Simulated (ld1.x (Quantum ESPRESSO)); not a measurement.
## What one change does to a pseudopotential (Ru, RRKJ)

Ru (Z = 44), norm-conserving RRKJ (Kleinman–Bylander form), made with ld1.x (Quantum ESPRESSO) 7.5 (LDA (PZ), scalar-relativistic). Core [Ar] 3d10, reference 4s2 4p6 4d7 5s1 5p0. Waves: 4s (bound): rc 1.35 bohr; 4p (bound): rc 1.95 bohr; 4d (bound): rc 1.75 bohr. Local part: all-electron potential smoothed inside 1.00 bohr (lloc = -2). Core correction: none.

Occupied shells without a wave of their own: 5s. They enter only through the test configuration that unscreens the potential.

Change: all radii scaled by about 1.30 (s 1.76, p 2.52, d 2.26 bohr); local potential all-electron potential smoothed inside 1.30 bohr (lloc = -2).

Cutoffs: the cutoffs (Ry, on a coarse ladder) from which the occupation-weighted sum of valence levels, in a spherical-Bessel basis at the reference potential, stays within 10 and 1 mRy of its value at 400 Ry; they do not see the model core or the augmentation charge, which bear on the density cutoff. Errors are all-electron minus pseudo energies relative to the spin-unpolarised reference configuration.

**Question.** What does the change do?

**Answer.** The potential gets softer (60 Ry and 90 Ry → 35 Ry and 45 Ry); the miss of the reference levels goes from 0.14 to 0.45 eV; of the 9 tests that both files solve, the error grows in 8 and shrinks in 1 by more than 15 % and 0.3 meV (median size 100.5 → 513.9 meV); neither file shows a bound ghost. A larger radius leaves more room for a smooth pseudo-wave, so fewer plane waves are needed.

| quantity | base | changed |
| --- | --- | --- |
| cutoff, loose | 60 Ry | 35 Ry |
| cutoff, tight | 90 Ry | 45 Ry |
| loose cutoff by channel (10 mRy a level) | s 55 Ry, p 25 Ry, d 40 Ry | s 25 Ry, p 21 Ry, d 30 Ry |
| bound ghosts | none | none |
| largest miss of a reference level, eV | 0.14 | 0.45 |
| error for 4s2 4p6 4d7 5s0 5p0, meV [ΔE 7.61 eV] | -190 | -598 |
| error for 4s2 4p6 4d6 5s0 5p0, meV [ΔE 26.05 eV] | -290 | -924 |
| error for 4s2 4p6 4d5 5s0 5p0, meV [ΔE 56.90 eV] | -398 | -1295 |
| error for 4s1 4p6 4d7 5s1 5p0, meV [ΔE 82.78 eV] | -22 | -514 |
| error for 4s2 4p6 4d7.5 5s0.5 5p0, meV [ΔE -0.28 eV] | -64 | -202 |
| error for 4s2 4p6 4d4 5s0 5p0, meV [ΔE 101.61 eV] | -483 | -1623 |
| error for 4s2 4p6 4d6 5s1 5p0, meV [ΔE 10.32 eV] | +1.1 | +0.4 |
| error for 4s2 4p6 4d7 5s1 5p0 (spin-polarised), meV [ΔE -1.65 eV] | +97 | +113 |
| error for 4s2 4p6 4d7 5s0 5p0 (spin-polarised), meV [ΔE 6.36 eV] | -100 | -497 |

Base: The 5s level has no wave, so the channel is fitted at the deeper level alone: the likely source of the large errors. Changed file: The 5s level has no wave, so the channel is fitted at the deeper level alone: the likely source of the large errors.
